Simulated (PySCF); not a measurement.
These 3 structures share the formula C6H9FO2. Level of theory: PBE0-D3(BJ)/def2-SVP geometry optimisation, gas phase in PySCF 2.14.0. Energies are electronic, without zero-point or thermal terms, for one conformer each. No frequencies were run at this level. Point groups hold within 0.08 Å.

Question: Rank from lowest to highest electronic energy at this level (kcal/mol).
A. `[CH3:1][CH2:2][O:3][C:4]1=[C:5]([F:6])[CH2:7][O:8][CH2:9]1` with C1–C2–O3–C4 178°, C2–O3–C4–C5 0°
B. `[CH3:1][O:2][C@@:3]1([F:4])[CH:5]=[CH:6][O:7][CH2:8][CH2:9]1` with C1–O2–C3–F4 62°, O2–C3–C5–C6 141°, C5–C6–O7–C8 11°, C6–O7–C8–C9 -43°, O7–C8–C9–C3 60°
C. `[CH3:1][O:2][C@H:3]1[CH2:4][C@H:5]([C:6](=[O:7])[F:8])[CH2:9]1` with C1–O2–C3–C4 -179°, C4–C5–C6–O7 -104°, O2–C3–C4–C5 139°, C3–C4–C5–C6 98°, C4–C5–C9–C3 17°, O2–C3–C9–C5 -135°

Answer: C (0.0), B (4.2), A (21.0).

As drawn, the lowest has a four-membered ring and a C=O bond, which the highest lacks; the highest has a C=C bond outside aromatic rings, which the lowest lacks.

```
                  SMILES      E (Eh)  E rel (kcal/mol)  dipole (D)  point group       A, B, C (MHz)
CO[C@H]1C[C@H](C(=O)F)C1  -483.44666               0.0        2.33           C1  4126, 856.1, 790.0
      CO[C@@]1(F)C=COCC1  -483.43999               4.2        1.84           C1    3245, 1245, 1141
          CCOC1=C(F)COC1  -483.41314              21.0        1.84            –   3148, 1060, 809.6
```

How do the relative energies change in single points at PBE0/pcSseg-1 (no added dispersion term) on the same geometries?

```csv
SMILES,PBE0-D3(BJ)/def2-SVP (kcal/mol),PBE0/pcSseg-1 (kcal/mol),shift
CO[C@H]1C[C@H](C(=O)F)C1,0.0,0.0,0.0
CO[C@@]1(F)C=COCC1,4.2,5.0,+0.8
CCOC1=C(F)COC1,21.0,22.1,+1.1
```

Each column counts from its own lowest isomer. The order is unchanged; the largest shift is 1.1 kcal/mol.

As an exercise, what shares would exp(−E/RT) give at 2000 K from these electronic energies alone (no entropy, no degeneracies)?

RT = 3.974 kcal/mol: CO[C@H]1C[C@H](C(=O)F)C1 73.9 %, CO[C@@]1(F)C=COCC1 25.8 %, CCOC1=C(F)COC1 0.4 %.
